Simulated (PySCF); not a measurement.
Vertical excitations of a molecule C5H9N from TDDFT-M06-2X/def2-SVPD (PySCF), as energy in eV (oscillator strength): 5.57 (0.034), 5.84 (0.026), 6.60 (0.004), 6.73 (0.000), 7.23 (0.019), 7.36 (0.165), 7.47 (0.015), 7.48 (0.011), 7.60 (0.006), 7.81 (0.068). Lowest triplet (TDA): 4.55 eV. Geometry: B3LYP-D3(BJ)/def2-SVP. Other conformers were not sampled.

**Question.** Identify the compound among the candidates.
A) CN1CC=CC1
B) C=CC/N=C/C
C) C#CCCNC
D) CN=C1CCC1

**Answer.** A, CN1CC=CC1
